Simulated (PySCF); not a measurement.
Numbering as in the mapped SMILES `[CH3:1][C@@H:2]([CH:3]=[O:4])[O:5][Si@H:6]([OH:7])[N:8]([CH3:9])[CH3:10]`; H(Xn) means a hydrogen on atom n.

- coordinates at the GFN2-xTB level
- PBE0/pcSseg-1 with gauge-including orbitals
- code: PySCF 2.14
- rapidly exchanging positions averaged, single conformer, non-relativistic, isolated molecule

Shifts are taken against calculated references (same method and geometry level): 13C (186.93 ppm) and 1H (31.72 ppm) and 29Si (349.16 ppm) vs TMS; 17O (336.08 ppm) vs H2O; NH3 for 15N (267.73 ppm).

| atoms | nucleus | count | δ (ppm) |
| --- | --- | --- | --- |
| N8 | 15N | 1 | ? |
| H(C2) | 1H | 1 | ? |
| H(C1) | 1H | 3 | 1.56 |
| H(O7) | 1H | 1 | 3.86 |
| C1 | 13C | 1 | 19.1 |
| O5 | 17O | 1 | 70.5 |
| C2 | 13C | 1 | 77.7 |
| O7 | 17O | 1 | 59.5 |
| Si6 | 29Si | 1 | -46.1 |
| H(C9)/H(C10) | 1H | 6 | ? |
| C9/C10 | 13C | 2 | ? |
| C3 | 13C | 1 | ? |
| H(Si6) | 1H | 1 | 4.59 |
| O4 | 17O | 1 | 649.6 |
| H(C3) | 1H | 1 | 9.82 |

Complete the table.

Results:


- C3: 212.5 ppm, aldehyde carbonyl carbon; the double bond to the heteroatom, with no lone-pair donor beside it, deshields it most
- C9/C10: 38.2 ppm, methyl carbon bonded to N; pulled downfield by the heteroatom
- H(C2): 4.54 ppm, hydrogen on an sp3 CH bonded to O, α to a carbonyl; its carbon carries O, hence the downfield position
- H(C9)/H(C10): 2.62 ppm, hydrogen on a methyl carbon bonded to N; its carbon carries N, hence the downfield position
- N8: 35.3 ppm, nitrogen bonded to 2 C, Si

The OH or NH signal is concentration- and solvent-dependent in practice; the value given is the gas-phase one. Shifts are as computed. Against solution values, carbons near 30 ppm lie about +3 ppm off and those near 130 ppm about +5 ppm. Of 1211 compounds with measured shifts, 218 miss one by over three times the rms of a fit or turn the order of signals round; such compounds aren't used in these exercises. Unscaled 17O shifts of doubly bonded oxygen tend to come out too high, by tens of ppm or more. Experimental scales use liquid or dissolved standards, which lie at an offset from isolated NH3 (liquid NH3: subtract about 20 ppm) and H2O (liquid H2O: subtract about 36 ppm).
